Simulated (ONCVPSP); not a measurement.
# Pseudopotential generation for boron (B): ONCV, PBE, scalar-relativistic.

The input file (ONCVPSP 4.0.1):

```
# ATOM AND REFERENCE CONFIGURATION
# atsym  z   nc   nv     iexc    psfile
  B 5.00    1    1        4      upf
#
#   n    l    f
    1    0    2.00
    2    0    1.50
#
# PSEUDOPOTENTIAL AND OPTIMIZATION
# lmax
    1
#
#   l,   rc,      ep,       ncon, nbas, qcut
    0    1.00    0.00    5    9    6.20
    1    0.95    0.13    3    6   10.50
#
# LOCAL POTENTIAL
# lloc, lpopt,  rc(5),   dvloc0
    4    5    0.75    0.00
#
# VANDERBILT-KLEINMAN-BYLANDER PROJECTORs
# l, nproj, debl
    0    1    1.50
    1    2    1.90
#
# MODEL CORE CHARGE
# icmod, fcfact, rcfact
    3    3.75    1.05
#
# LOG DERIVATIVE ANALYSIS
# epsh1, epsh2, depsh
   -2.00    5.00    0.02
#
# OUTPUT GRID
# rlmax, drl
    6.00    0.01
#
# TEST CONFIGURATIONS
# ncnf
    4
# nvcnf
#   n    l    f
    2
    2    0    2.00
    2    1    1.00
#
    1
    2    0    2.00
#
    1
    2    0    1.00
#
    2
    2    0    1.00
    2    1    2.00
#
```

Command:

```bash
oncvpsp.x < B.dat > B.out
```

Resulting log (shortened: citation, most of the input echo, consistency checks and plot data are left out):

```
ONCVPSP  (Optimized Norm-Conservinng Vanderbilt PSeudopotential)
scalar-relativistic version 4.0.1

#   n    l    f        energy (Ha)
    1    0    2.00    -7.4246710E+00
    2    0    1.50    -9.3293586E-01

Reference configufation results
  iterations    25
  all-electron total energy (Ha)   -2.38890828D+01

Begin loop to  construct optimized pseudo wave functions
and semi-local pseudopoentials for all angular momenta

Calculating optimized projector #   1

 for l=   0

    Fraction of norm inside rc  0.133594
    Optimizing pswf for qcut=   6.18 a_B^-1,  ecut=  19.11 Ha
    Residual kinetic energy error=  5.20D-03 Ha

    Energy error per electron        Cutoff
         Ha          eV             Ha
         0.01000     0.27211        8.42
         0.00100     0.02721      166.69
         0.00010     0.00272      220.43
         0.00001     0.00027      246.17

WARNING wellstate: moderately localized bound state found for n= 2 l=  1
WARNING scattering state with energy  0.05000000
WARNING will be used for the first projector

   Wellstate for l =  1  n =  3
     eigenvalue =   0.0500
     asymptotic potential =   0.5500
     half-point radius =  3.9985

   Wellstate for l =  1  n =  4
     eigenvalue =   1.9500
     asymptotic potential =   2.4500
     half-point radius =  2.8701

Calculating optimized projector #   1

 for l=   1

    Fraction of norm inside rc  0.078411
    Optimizing pswf for qcut=  10.49 a_B^-1,  ecut=  55.03 Ha
    Residual kinetic energy error=  6.08D-06 Ha

    Energy error per electron        Cutoff
         Ha          eV             Ha
         0.01000     0.27211       17.84
         0.00100     0.02721       32.17
         0.00010     0.00272       43.38
         0.00001     0.00027       52.77

Calculating optimized projector #   2

 for l=   1

    Fraction of norm inside rc  0.074611
    Optimizing pswf for qcut=  10.49 a_B^-1,  ecut=  55.03 Ha
    Residual kinetic energy error=  2.18D-05 Ha

    Energy error per electron        Cutoff
         Ha          eV             Ha
         0.01000     0.27211       23.03
         0.00100     0.02721       37.07
         0.00010     0.00272       48.52
         0.00001     0.00027       59.42

Construct Vanderbilt / Kleinmman-Bylander projectors

B matrix Hermiticity error, ll=   1
   1   2    3.5462E-05

  Orthonormal projector coefficients -4.3172E+00 -7.6192E-01

Model core correction analysis
  based on d2Exc/dn_idn_j

d2excae - all-electron derivatives

   -8.245201D-02

d2excps - pseudofunction derivatives with no core correction

   -8.627108D-02

rms 2nd derivative error    3.819068E-03

rmatch, rhocmatch    0.7894    0.5995

Teter function model core charge with specified parameters

d2excps - pseudofunction derivatives with core correction

   -8.613031D-02

rms 2nd derivative error    3.678299E-03

Pseudoatom total energy   -1.886080

Diagnostic tests using Vanderbilt-Kleinman-Bylander pseudopotentials
  1 or more projectors used as specified by nproj input data

   l    rcore       rmatch      e in        delta e   norm test  slope test

   0   1.0028271   1.0332751  -0.9329359   0.0000020   1.0000082   1.0000021

   1   0.9502639   0.9791160   0.0500000  -0.0000387   1.0000895   1.0000895
   1   0.9502639   0.9791160   1.9500000  -0.0000140   1.0001500   1.0001500

 Testing for bound ghosts
   n   l    E NL Schr. Eq   E Basis Diag.   E Cutoff

   1   0       -0.932934       -0.826509    257.92

   2   1       -0.707698       -0.567273    169.51

 Testing for highly-localized positive-energy ghosts
       l    <radius>/rc     E Basis Diag.   E Cutoff

Test configuration 0

   n   l     f        eae           eps        diff
   1   0  2.0000   -7.42467099
   2   0  1.5000   -0.93293586   -0.93293381    2.05D-06

    Total energies and differences
      AE_ref= -2.38890828D+01  AE_tst= -2.38890828D+01  dif=  0.00D+00
      PS_ref= -1.88608011D+00  PS_tst= -1.88608011D+00  dif=  1.33D-15
      PSP excitation error= -1.33D-15

Test configuration 1

   n   l     f        eae           eps        diff
   1   0  2.0000   -6.63656389
   2   0  2.0000   -0.34702672   -0.34708506   -5.83D-05
   2   1  1.0000   -0.13254806   -0.13374458   -1.20D-03

    Total energies and differences
      AE_ref= -2.38890828D+01  AE_tst= -2.46031956D+01  dif= -7.14D-01
      PS_ref= -1.88608011D+00  PS_tst= -2.60221662D+00  dif= -7.16D-01
      PSP excitation error=  2.02D-03

Test configuration 2

   n   l     f        eae           eps        diff
   1   0  2.0000   -7.11562878
   2   0  2.0000   -0.71701471   -0.71777319   -7.58D-04

    Total energies and differences
      AE_ref= -2.38890828D+01  AE_tst= -2.43011379D+01  dif= -4.12D-01
      PS_ref= -1.88608011D+00  PS_tst= -2.29835766D+00  dif= -4.12D-01
      PSP excitation error=  2.23D-04

Test configuration 3

   n   l     f        eae           eps        diff
   1   0  2.0000   -7.76055369
   2   0  1.0000   -1.15669543   -1.15479680    1.90D-03

    Total energies and differences
      AE_ref= -2.38890828D+01  AE_tst= -2.33668887D+01  dif=  5.22D-01
      PS_ref= -1.88608011D+00  PS_tst= -1.36428290D+00  dif=  5.22D-01
      PSP excitation error=  3.97D-04

Test configuration 4

   n   l     f        eae           eps        diff
   1   0  2.0000   -6.67883813
   2   0  1.0000   -0.36458281   -0.36372154    8.61D-04
   2   1  2.0000   -0.14913075   -0.14997558   -8.45D-04

    Total energies and differences
      AE_ref= -2.38890828D+01  AE_tst= -2.43881806D+01  dif= -4.99D-01
      PS_ref= -1.88608011D+00  PS_tst= -2.38861069D+00  dif= -5.03D-01
      PSP excitation error=  3.43D-03
```

The run took about 2.6 s on one core of a shared server CPU.
